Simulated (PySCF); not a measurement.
[CrCl4]2- holds Cr(II), d4, at total charge -2. The structure is a model geometry with rigid ligands and bond lengths from ionic radii, not a minimum; coordination tetrahedral, point group Td, metal–donor distances 2.39 Å.

```
5

Cr    0.000    0.000    0.000
Cl    1.380    1.380    1.380
Cl   -1.380   -1.380    1.380
Cl   -1.380    1.380   -1.380
Cl    1.380   -1.380   -1.380
```

Method (PySCF 2.14, density fitting): CASSCF(4,5) with orbitals averaged over all microstates of the shell, strongly contracted NEVPT2 on the averaged canonical orbitals; basis x2c-TZVPall on the metal, x2c-SVPall elsewhere; spin-free X2C; IEF-PCM water; spin-orbit coupling by state interaction with the mean-field operator over all roots.

Which term lies lowest, and with what spin?

5T2 (S = 2, orbital degeneracy 3), with 2.0 electrons in the lower (e-type) set and 2.0 in the upper (t2-type) set, by NEVPT2.

List the excited states of the same spin.

By NEVPT2: 5E at 3583 cm⁻¹. The strongest, at 3583 cm⁻¹, has f = 9.6e-05.

Which is the lowest state of another spin?

3T1 at 15048 cm⁻¹ by NEVPT2; CASSCF alone puts it at 16773 cm⁻¹ above the same ground state.

What ligand-field parameters describe the result?

At CASSCF level (the NEVPT2 levels don't fit a ligand-field model well): orbital energies 0, 0, 2948, 2948, 2948 cm⁻¹; 10Dq = 2948 cm⁻¹; B = 956 cm⁻¹; C = 3592 cm⁻¹; B over its free-ion value at the same level 0.919; rms of the fit 110 cm⁻¹; ζ = 220 cm⁻¹ (free ion 239).

What magnetic behaviour follows?

Degenerate or low-lying orbital states mix with the ground state, so no spin-only Hamiltonian applies. The lowest spin-orbit level is 1-fold; the next lies at 13.6 cm⁻¹. μeff is 4.66 μB at 300 K and 3.22 μB at 10 K; the spin-only value is 4.90 μB.

The ground state is orbitally degenerate in this regular structure, which would distort (Jahn–Teller), so its moment is that of the undistorted model. NEVPT2 lifts 5E from 3092 to 3583 cm⁻¹; on the d shell alone such lifts tend to overshoot. Gaps between spin states lean to high spin in this active space.

The job took 13 s on one thread of Arm Neoverse V1 (shared host), with 120 basis functions, launched as `OMP_NUM_THREADS=1 python lf_run.py task.json out`.
